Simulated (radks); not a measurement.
Results of a calculation; reference values are marked as such.
Problem. Spherical quantum dot in the effective-mass picture: electrons in a hard-walled sphere of radius 9.27, with a point charge +2 (a donor) at the centre, all in effective atomic units (hartree* = m*/eps^2 hartree, bohr* = eps/m* bohr), one dielectric constant everywhere. Level of theory: non-relativistic Kohn-Sham, LDA (Slater exchange, Perdew-Wang correlation), spin-polarised, spherical densities (a radial shooting solver with Libxc functionals). Levels are named by radial order and angular momentum (1s, 1p, 1d, 2s, ...), and open shells are averaged over m. Results are scaled to m* = 0.434 and eps = 6.8, for which hartree* = 255.4 meV and bohr* = 0.8291 nm. At N = 18 the configuration is 1s2 1p6 1d(up 5, down 3) 2s2. Does electron 19 go into 1f up or 1f down or 1d down?

Solution. Into 1d down. The total energies of the other choices lie higher by 14.2 meV (1f up), 16.6 meV (1f down).
